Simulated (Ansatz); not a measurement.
`[SiH3]O[SiH2][SiH3]` + `[SH][GeH3]` → `[SiH3][S][GeH3]` + `O[SiH2][SiH3]` at 400 K and 1 bar (ligand exchange at the Si–O bond).

Calculated with Ansatz (gas phase, PBE0-D4/def2-TZVP geometries, no zero-point term in ΔE). CCSD(T)/CBS adds triple-zeta CCSD(T) − MP2 to the extrapolated MP2 energy (def2 sets, frozen cores). For Ge outer-core shells are correlated without core-valence functions, which leaves a few kJ/mol of doubt a bond. Scalar relativity is left out up to krypton. Each species was taken in one conformer, which may not be the lowest.

| species | CCSD(T)/CBS energy (Eh) | H − E (kJ/mol) | S (J/(mol·K)) |
| --- | --- | --- | --- |
| `[SiH3]O[SiH2][SiH3]` | -947.28799 | 227.4 | 435.6 |
| `[SH][GeH3]` | -2476.30083 | 106.6 | 308.1 |
| `[SiH3][S][GeH3]` | -2766.60510 | 163.4 | 384.4 |
| `O[SiH2][SiH3]` | -656.96789 | 175.5 | 352.4 |

H − E and S are ideal-gas, rigid-rotor, harmonic terms from PBE0-D4/def2-TZVP, for one conformer and one mirror image of each species. 1 Eh = 2625.50 kJ/mol, R = 8.31446 J/(mol·K).

Question: By hand: ΔE, ΔH, ΔS and ΔG.

Answer: ΔE = (-2766.60510) + (-656.96789) − (-947.28799) − (-2476.30083) = 0.01583 Eh = 41.6 kJ/mol. Δ(H − E) = 163.4 + 175.5 − 227.4 − 106.6 = 4.9, so ΔH = 46.5 kJ/mol. ΔS = 384.4 + 352.4 − 435.6 − 308.1 = -6.9 J/(mol·K). ΔG = 46.5 − 400 × (-6.9)/1000 = 49.3 kJ/mol.

Question: By hand: the equilibrium constant, and the temperature at which ΔG would vanish if ΔH and ΔS stayed fixed.

Answer: log₁₀ K = −ΔG/(RT ln 10) = -6.4. ΔH and −TΔS have one sign here, so there is no such temperature.

The number of gas molecules stays the same, so ΔS is small and ΔH decides. A doubt of 5 kJ/mol in ΔE shifts log₁₀ K by 0.7 here. Other conformers and mirror images would add mixing entropy, several J/(mol·K) or more a flexible species. Modes under 60 cm⁻¹, often nearly free rotors, make the harmonic entropy too high. These are equilibria of isolated gas molecules and say nothing of rates. Largest T1 diagnostic: 0.012 (customary marks: 0.02 for closed shells, 0.045 for open ones).

ΔS is within the doubt of such terms, so its sign, and with it that verdict, could turn.
